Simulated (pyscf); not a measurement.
O=Cr(=O)(OH)–Cl (SMILES [O]=[Cr](=[O])([OH])[Cl]), singlet

Gas-phase minimum from PySCF at ωB97X-D3(BJ)/def2-SVP, one conformer. 

SMILES: [O]=[Cr](=[O])([OH])[Cl]
```xyz
6

O      0.5900     0.0417     0.4156
Cr    -0.8180    -0.4105     0.0466
O     -0.7489    -1.7011    -0.7566
O     -1.6131     0.7913    -0.8834
Cl    -1.8845    -0.7752     1.8582
H     -1.3119     1.7050    -0.7580
```
Charge 0, spin multiplicity 1.

Bonded distances (Å): O1–Cr2 1.524, Cr2–O3 1.522, Cr2–O4 1.715, Cr2–Cl5 2.134, O4–H6 0.970. Angles (°): O1–Cr2–O3 109.7, O1–Cr2–O4 110.6, O1–Cr2–Cl5 107.9, O3–Cr2–O4 109.2, O3–Cr2–Cl5 109.0, O4–Cr2–Cl5 110.4, Cr2–O4–H6 116.5.

Properties at ωB97X-D3(BJ)/def2-SVP:

Harmonic wavenumbers, unscaled: 194, 233, 300, 313, 405, 424, 503, 777, 823, 1197, 1204, 3844 cm⁻¹
Zero-point energy: 14.6 kcal/mol
Rotational symmetry number: 1
Entropy of this conformer at 298 K and 1 atm, rigid rotor and harmonic oscillator, modes under 100 cm⁻¹ raised to 100: 323.7 J/(mol K)
Dipole moment: 2.45 D

Single-point totals, which compare only within one level:

| level | total energy (hartree) |
|---|---|
| ωB97X-D3(BJ)/def2-TZVP | -1731.11034 |
| PBE/def2-TZVP | -1730.57538 |
| r²SCAN/def2-TZVP | -1731.03222 |
| B3LYP-D3(BJ)/def2-TZVP | -1731.18690 |
| PBE0-D3(BJ)/def2-TZVP | -1730.52505 |
| M06-2X/def2-TZVP | -1730.89113 |
| ωB97M-D3(BJ)/def2-TZVP | -1731.23098 |

Soft torsions are taken as harmonic, which can shift the entropy by several J/(mol K).
